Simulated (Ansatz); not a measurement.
Basis sets compared for AlSi₈PH₁₆, a doped cluster cut from the lattice of silicon (Al and P 4.5 A apart). Total charge 0; singlet. Geometry PBE-D4/def2-SVP. Ansatz on 2 threads of AMD EPYC 7R13 on a shared host and a share (18 GiB) of an NVIDIA H100 80GB HBM3; times are rough, and most runs start from earlier orbitals.

```xyz
26

Si    1.892   -2.076   -0.402
Si   -0.428    0.128   -2.757
Si   -1.990   -2.013    0.205
P     0.369   -0.151    2.379
Si   -1.793    1.992    0.386
Si    1.888    1.933   -0.189
Al   -0.285   -2.064   -1.607
Si    2.155   -0.136    0.912
Si   -0.175    1.984   -1.322
Si   -1.777   -0.072    1.526
H     3.152   -1.965   -1.238
H     2.180   -3.171    0.607
H     0.633    0.372   -3.810
H    -1.751    0.412   -3.439
H    -1.990   -3.103    1.259
H    -3.441   -1.859   -0.207
H     0.480   -1.312    3.206
H     0.539    0.878    3.357
H    -3.192    2.134   -0.160
H    -1.569    3.094    1.395
H     3.056    2.033   -1.137
H     2.017    3.036    0.834
H    -0.455   -3.351   -2.561
H     3.280   -0.079    1.921
H    -0.257    3.340   -1.990
H    -2.538    0.016    2.831
```

Single mean-field runs in def2-TZVP are fitted with def2-universal-jkfit.

Binding counts from free atoms (Si triplet, P quartet, Al doublet, H doublet) in the same basis, without a counterpoise term.

| level | functions | energy (Eh) | HOMO (eV) | LUMO (eV) | binding per atom (eV) | wall time |
| --- | --- | --- | --- | --- | --- | --- |
| PBE-D4/def2-SVP | 260 | -2907.0214 | -5.78 | -2.22 | 3.06 | 2.5 s |
| PBE0-D4/def2-SVP | 260 | -2907.3200 | -6.77 | -1.52 | 3.05 | 4.6 s |

Problem. Estimate the rows for PBE-D4/def2-TZVP (with forces), PBE0-D4/def2-TZVP.

Solution. 
```tsv
level	functions	energy (Eh)	HOMO (eV)	LUMO (eV)	binding per atom (eV)	wall time
PBE-D4/def2-TZVP (with forces)	466	-2908.0291	-5.80	-2.35	3.06	9 s
PBE0-D4/def2-TZVP	466	-2908.3162	-6.74	-1.61	3.06	10 s
```
